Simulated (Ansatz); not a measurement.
C2H4Cl2Si, SMILES `Cl[C@H]1C[Si@@H]1Cl`, relaxed with RKS PBE-D4/def2-SVP in the Gaussian-basis code of Ansatz from a rough embedded geometry. The force threshold is 0.03 eV/Å; the program also tests the step.

The species carries charge 0 and has multiplicity 1.

Start:

```xyz
9

Cl    0.384    1.456   -1.981
C    -0.360    0.323   -0.855
C     0.513   -0.680   -0.230
Si   -0.235    0.542    0.928
Cl   -1.576   -0.384    2.098
H    -1.337    0.004   -1.227
H     0.125   -1.727   -0.071
H     1.587   -0.655   -0.304
H     0.897    1.121    1.642
```

```json
{"step": "1", "energy (eV)": "-35032.7872", "largest force (eV/Å)": "2.337", "largest move (Å)": "0.000"}
{"step": "2", "energy (eV)": "-35033.2404", "largest force (eV/Å)": "1.361", "largest move (Å)": "0.195"}
{"step": "3", "energy (eV)": "-35033.3505", "largest force (eV/Å)": "0.489", "largest move (Å)": "0.195"}
{"step": "4", "energy (eV)": "-35033.3794", "largest force (eV/Å)": "0.175", "largest move (Å)": "0.057"}
{"step": "5", "energy (eV)": "-35033.3833", "largest force (eV/Å)": "0.055", "largest move (Å)": "0.017"}
{"step": "6", "energy (eV)": "-35033.3836", "largest force (eV/Å)": "0.018", "largest move (Å)": "0.007"}
```

End:

```xyz
9

Cl    0.420    1.497   -1.910
C    -0.351    0.317   -0.818
C     0.545   -0.808   -0.229
Si   -0.135    0.378    1.039
Cl   -1.695   -0.202    2.272
H    -1.319   -0.021   -1.228
H     0.166   -1.838   -0.346
H     1.624   -0.723   -0.454
H     0.743    1.399    1.674
```

Run time 6.5 s (4 threads of an Arm Neoverse V2 on a shared host); peak host memory 0.15 GiB.
